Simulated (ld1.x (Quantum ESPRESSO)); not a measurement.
**PBEsol PAW dataset for silver, scalar-relativistic all-electron reference.**

Ag, PAW, made with ld1.x (Quantum ESPRESSO) 7.5 (PBEsol, scalar-relativistic). Core [Ar] 3d10, reference 4s2 4p6 4d8 5s0 5p0 (charge +3). Waves: 4s (bound): rcut 1.15, rcutus 1.40 bohr; 5s (bound, empty): rcut 1.15, rcutus 1.40 bohr; 4p (bound): rcut 1.80, rcutus 2.00 bohr; 5p (bound, empty): rcut 1.80, rcutus 2.00 bohr; 4d (bound): rcut 0.90, rcutus 1.20 bohr; 4d channel at 0.9 Ry: rcut 0.90, rcutus 1.20 bohr. Local part: all-electron potential smoothed inside 1.00 bohr (lloc = -1). Core correction: Bessel-smoothed model core inside 0.75 bohr. Augmentation charge: BESSEL, radius 0.75 bohr.

All-electron outer shells of the reference configuration (PBEsol, scalar-relativistic, ld1.x):

```csv
shell,level (eV),outermost node (bohr),outermost maximum (bohr)
3d,-398.00,–,0.27
4s,-133.59,0.44,0.82
4p,-96.76,0.44,0.87
4d,-43.72,0.43,1.01
5s,-31.31,1.08,2.09
5p,-23.52,1.20,2.43
```

What the tests gave:

| Quantity | Value |
| --- | --- |
| Largest excitation error | -36 meV (all-electron minus pseudo) for 4s1 4p6 4d10 5s1 5p0, out of 7 test configurations |
| Lowest eigenvalue of the overlap operator | -0.15 (s channel); it is negative, so in a basis up to 400 Ry S is not positive definite and the file is unfit for use |

The ghost test of this file was not conclusive. Its overlap operator is not positive definite in a basis up to 400 Ry (lowest eigenvalue s -0.15), so the file is unfit for use: the generalised eigenproblem breaks down once the basis is large enough, and its test numbers describe a broken file.

Generation and tests took about 2.8 s on one core of a shared server CPU.
